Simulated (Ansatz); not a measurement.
Ansatz (a program for electronic structure) input (CCSD(T)/aug-cc-pV(D+d)Z):
A basis named .json is the Basis Set Exchange file of that set.

Ansatz 0.2 input:
```yaml
crystal:
  periodic: [false, false, false]
  atoms:
    - {symbol: Si, position_ang: [-0.08703292, 0.22992068, -0.27979682]}
    - {symbol: Cl, position_ang: [0.50250471, -1.08371364, 1.22862137]}
    - {symbol: N, position_ang: [1.08701815, -0.05866751, -1.53643752]}
    - {symbol: N, position_ang: [-0.06119757, 1.76187296, 0.45219559]}
    - {symbol: N, position_ang: [-1.64250422, 0.01058888, -0.92627322]}
    - {symbol: H, position_ang: [0.99687209, -0.96624653, -1.99914030]}
    - {symbol: H, position_ang: [-0.26031452, 2.58657460, -0.09217137]}
    - {symbol: H, position_ang: [0.58010804, 1.95285256, 1.20455277]}
    - {symbol: H, position_ang: [-1.87009344, -0.74075036, -1.55593451]}
    - {symbol: H, position_ang: [-2.45390591, 0.37525185, -0.45310823]}
basis:
  gaussian:
    orbitals: aug-cc-pV_D+d_Z.json
magnetization: {spin_polarized: true, initial_magnetization: 1}
correlation: {method: ccsd_t, electrons: outside_noble_gas}
output: {forces: true}
```

Output:

```
Functional definition: HF
integrals: 1.17 GiB planned
1753 factors; integrals over basis functions are off by at most 1.0e-3 eV
1.03 GiB of device memory are held for the factors and their scratch space
mean field: 1.47 GiB planned
mean field evaluation 1: about -24887.8477 eV, gradient 3.6e1 eV
mean field evaluation 2: about -24887.9148 eV, gradient 3.6e1 eV
mean field evaluation 4: about -24894.0863 eV, gradient 3.2e0 eV
mean field evaluation 8: about -24894.2403 eV, gradient 3.6e-1 eV
mean field evaluation 16: about -24894.2563 eV, gradient 9.1e-6 eV
mean field evaluation 32: about -24881.4378 eV, gradient 4.1e1 eV
mean field evaluation 64: about -24889.9291 eV, gradient 2.7e0 eV
mean field evaluation 96: about -24890.5549 eV, gradient 2.1e1 eV
mean field -24894.25632864 eV, -914.8470461445 hartree, gradient 9.1e-6 eV, S^2 0.758896; 4 other end points of the search recorded, 0 dependent functions left out
13 core orbitals not correlated
reference -24894.25632864 eV, -914.8470461445 hartree; 16, 15 occupied and 149, 150 virtual orbitals, 1753 factors
densities: 7.97 GiB planned
second order -20.43097660 eV of doubles, -0.00000000 eV of singles
coupled cluster: 6.86 GiB planned
cycle   1  -21.24451054 eV  change   -8.1e-1 eV  update   9.6e-2
cycle   2  -21.69627743 eV  change   -4.5e-1 eV  update   2.8e-2
cycle   3  -21.80709069 eV  change   -1.1e-1 eV  update   1.6e-2
cycle   4  -21.80680761 eV  change    2.8e-4 eV  update   5.6e-3
cycle   5  -21.80561082 eV  change    1.2e-3 eV  update   3.5e-3
cycle   6  -21.80706856 eV  change   -1.5e-3 eV  update   1.7e-3
cycle   7  -21.80740290 eV  change   -3.3e-4 eV  update   9.4e-4
cycle   8  -21.80750874 eV  change   -1.1e-4 eV  update   5.2e-4
cycle   9  -21.80751506 eV  change   -6.3e-6 eV  update   3.7e-4
cycle  10  -21.80736020 eV  change    1.5e-4 eV  update   3.0e-4
cycle  11  -21.80740946 eV  change   -4.9e-5 eV  update   2.4e-4
cycle  12  -21.80752211 eV  change   -1.1e-4 eV  update   1.6e-4
cycle  13  -21.80754425 eV  change   -2.2e-5 eV  update   9.9e-5
cycle  14  -21.80754505 eV  change   -8.0e-7 eV  update   4.2e-5
cycle  15  -21.80753177 eV  change    1.3e-5 eV  update   2.4e-5
cycle  16  -21.80753492 eV  change   -3.2e-6 eV  update   9.9e-6
cycle  17  -21.80753906 eV  change   -4.1e-6 eV  update   5.2e-6
cycle  18  -21.80754099 eV  change   -1.9e-6 eV  update   2.5e-6
cycle  19  -21.80754030 eV  change    6.9e-7 eV  update   1.1e-6
cycle  20  -21.80753982 eV  change    4.8e-7 eV  update   5.6e-7
perturbative correction -0.69639873 eV, -0.0255921811 hartree
the calculation of the forces begins
1.03 GiB of device memory are held for the factors and their scratch space
Total energy: -24916.76026718 eV, -915.6740506322 hartree
Atom 0 at    -0.087033     0.229921    -0.279797 Å, force     0.000244    -0.231234     0.243854 eV/Å
Atom 1 at     0.502505    -1.083714     1.228621 Å, force     0.078558    -0.108721     0.176149 eV/Å
Atom 2 at     1.087018    -0.058668    -1.536438 Å, force     0.460641     0.274966    -0.281475 eV/Å
Atom 3 at    -0.061198     1.761873     0.452196 Å, force    -0.226254     0.063525     0.186044 eV/Å
Atom 4 at    -1.642504     0.010589    -0.926273 Å, force    -0.070883     0.180090    -0.170039 eV/Å
Atom 5 at     0.996872    -0.966247    -1.999140 Å, force    -0.047718    -0.386924    -0.179383 eV/Å
Atom 6 at    -0.260315     2.586575    -0.092171 Å, force    -0.068111     0.307519    -0.215695 eV/Å
Atom 7 at     0.580108     1.952853     1.204553 Å, force     0.264045     0.084072     0.285416 eV/Å
Atom 8 at    -1.870093    -0.740750    -1.555935 Å, force    -0.085190    -0.299537    -0.239041 eV/Å
Atom 9 at    -2.453906     0.375252    -0.453108 Å, force    -0.305332     0.116244     0.194171 eV/Å
Dipole moment:    -0.404242     0.115282    -0.201905 e Å
```

It need not be the lowest isomer of its formula.
